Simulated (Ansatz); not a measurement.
## Worked example: a bond strength in AlGeH4F (SMILES [F][AlH][GeH3])

AlGeH4F: 7 atoms, total charge 0, spin state singlet. As SMILES, `[F][AlH][GeH3]`. Geometry: optimised at B3LYP/def2-SVP.

| atom | x (Å) | y (Å) | z (Å) |
| --- | --- | --- | --- |
| F | -2.0215 | -1.5175 | 0.7215 |
| Al | -0.4939 | -1.3298 | 0.0673 |
| Ge | 0.4300 | 0.9641 | -0.0668 |
| H | 0.2032 | -2.6626 | -0.4203 |
| H | 0.1014 | 1.6132 | -1.4338 |
| H | -0.1297 | 1.9019 | 1.0259 |
| H | 1.9718 | 0.9627 | 0.0607 |

Wanted: the dissociation energy of the Al2–F1 bond into doublet AlGeH4 and doublet F (shapes relaxed at B3LYP/def2-SVP, no zero-point term). 1 Eh = 2625.50 kJ/mol = 27.2114 eV. Totals in Eh; open shells run unrestricted unless said.

```
          level  program       AlGeH4F  doublet AlGeH4   doublet F
   HF/def2-TZVP   Ansatz  -2419.174245    -2319.574633  -99.411798
  PBE/def2-TZVP   Ansatz  -2421.239728    -2321.321711  -99.669123
B3LYP/def2-TZVP   Ansatz  -2421.874773    -2321.859128  -99.770147
```

Q: Work out the dissociation energy at each level.

A: 
1. HF/def2-TZVP: (-2319.574633) + (-99.411798) − (-2419.174245) = 0.187814 Eh = 493.1 kJ/mol = 5.11 eV.
2. PBE/def2-TZVP: (-2321.321711) + (-99.669123) − (-2421.239728) = 0.248894 Eh = 653.5 kJ/mol = 6.77 eV.
3. B3LYP/def2-TZVP: (-2321.859128) + (-99.770147) − (-2421.874773) = 0.245498 Eh = 644.6 kJ/mol = 6.68 eV.

The levels span 493 to 653 kJ/mol; no measured value is set beside them. Hartree–Fock lacks the correlation of the bonding electrons, so it comes out low. A bond enthalpy at 298 K also holds the loss of zero-point energy and thermal terms.
